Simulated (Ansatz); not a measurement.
Computed with Ansatz on PBE0-D4/def2-TZVP structures; ΔE is electronic, products minus reactants. CBS: MP2 limit from def2 TZ/QZ plus the TZ coupled-cluster correction, frozen cores. This one scheme is used for every species. DFT in def2-TZVPP. B3LYP here is the variant with VWN-RPA as its local correlation; programs differ in this. For Ga outer-core shells are correlated without core-valence functions, which leaves a few kJ/mol of doubt a bond. Scalar relativity is left out up to krypton. Each species was taken in one conformer, which may not be the lowest.

Consider the ligand exchange at a B–S bond: `B[S][GaH][SiH3]` + `C=N` → `BN=C` + `[SiH3][GaH][SH]`.

```tsv
level	ΔE (kJ/mol)
LDA (SPW92)	-70.5
revPBE-D4	-46.3
PBE	-56.1
revPBE	-53.1
B3LYP	-55.6
CAM-B3LYP	-54.1
RPA@PBE/def2-TZVPP	-24.8
CCSD/def2-TZVPP	-32.3
```

Question: What does CCSD(T)/CBS give? (An estimate is asked.)

Answer: Computed: -33.3 kJ/mol. The listed levels differ from it by -37.2, -13.0, -22.8, -19.8, -22.3, -20.8, 8.5, 1.0 kJ/mol.

Question: What do rigid-rotor, harmonic-oscillator terms from PBE0-D4/def2-TZVP frequencies (298.15 K, 1 bar) make of the CCSD(T)/CBS value? (An estimate is asked.)

Answer: Computed: ΔZPE = -5.6 kJ/mol, ΔH = -39.5 kJ/mol, ΔS = 1 J/(mol·K), ΔG = -39.7 kJ/mol. Modes under 50 cm⁻¹ make the entropy rough.

Largest T1 diagnostic among the species: 0.016.

From BLYP to BHLYP (50 % exact exchange), in def2-TZVPP and without D4, ΔE moves by +15.7 kJ/mol. The D4 term adds +6.0 kJ/mol with B3LYP and +3.2 kJ/mol with PBE0; it sums over pairs of atoms, weighted by their polarisabilities, and B3LYP, whose exchange is more repulsive, gets the larger term. At CCSD(T), def2-SVP lies −9.8 kJ/mol from the extrapolated value and def2-TZVPP +1.5 kJ/mol.
